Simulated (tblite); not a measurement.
Species: C9H9FO.
Atom-mapped SMILES: `[CH3:1][C:2](=[O:3])[c:4]1[cH:5][cH:6][cH:7][c:8]([CH2:9][F:10])[cH:11]1` (hydrogens: H12, H13, H14 on C1; H15 on C5; H16 on C6; H17 on C7; H18, H19 on C9; H20 on C11)

A start from a force field or distance geometry was refined with GFN2-xTB geometry optimisation, gas phase in tblite. Values at the start:

```csv
coordinate,start
C1–C2,1.521 Å
C1–H12,1.092 Å
C2=O3,1.221 Å
C2–C4,1.489 Å
C4–C5,1.409 Å
C4–C11,1.401 Å
C5–C6,1.398 Å
C6–C7,1.393 Å
C6–H16,1.087 Å
C7–C8,1.401 Å
C7–H17,1.090 Å
C8–C9,1.501 Å
C8–C11,1.393 Å
C9–F10,1.371 Å
C9–H18,1.095 Å
C11–H20,1.093 Å
C1–C2–O3,120.6°
C1–C2–C4,119.0°
C2–C4–C5,122.3°
C2–C4–C11,118.8°
O3–C2–C4,120.4°
C7–C8–C9,120.6°
C8–C9–F10,113.9°
C9–C8–C11,120.3°
```

Task: How do these coordinates change at the GFN2-xTB level?

Result: 
```
coordinate  GFN2-xTB (Å or °)  change
     C5–C6              1.382  -0.016
     C4–C5              1.395  -0.014
     C7–C8              1.388  -0.013
   C11–H20              1.080  -0.013
     C1–C2              1.508  -0.013
    C7–H17              1.079  -0.011
     C2=O3              1.211  -0.010
    C4–C11              1.393  -0.008
    C8–C11              1.386  -0.007
     C6–C7              1.386  -0.007
    C6–H16              1.080  -0.007
    C1–H12              1.088  -0.004
     C8–C9              1.504  +0.003
    C9–H18              1.097  +0.002
     C2–C4              1.488  -0.001
    C9–F10              1.371   0.000
  C1–C2–C4              117.2    -1.8
 C8–C9–F10              112.1    -1.8
 C2–C4–C11              117.3    -1.5
  C2–C4–C5              123.6    +1.3
 C9–C8–C11              119.2    -1.1
  C1–C2–O3              121.6    +1.0
  C7–C8–C9              121.5    +0.9
  O3–C2–C4              121.2    +0.8
```

The energy falls by 0.056 eV over 22 L-BFGS steps, the largest force on an atom goes from 0.78 to 0.009 eV/Å, and the atoms move by 0.028 Å rms after alignment. The bond that changes most is C5–C6 (both ends aromatic CH carbon), which shortens by 0.016 Å. Bonds longer at the end by more than 0.005 Å: 0 of 20; shorter: 14. Rotational constants go from 2469, 612.9, 494.2 to 2476, 624.8, 502.1 MHz.

Its GFN2-xTB frequencies are all real (lowest 18 cm⁻¹). One conformer, not necessarily the lowest.

Conformer computed: `[CH3:1][C:2](=[O:3])[c:4]1[cH:5][cH:6][cH:7][c:8]([CH2:9][F:10])[cH:11]1`: C1–C2–C4–C5 0°, C7–C8–C9–F10 0°.
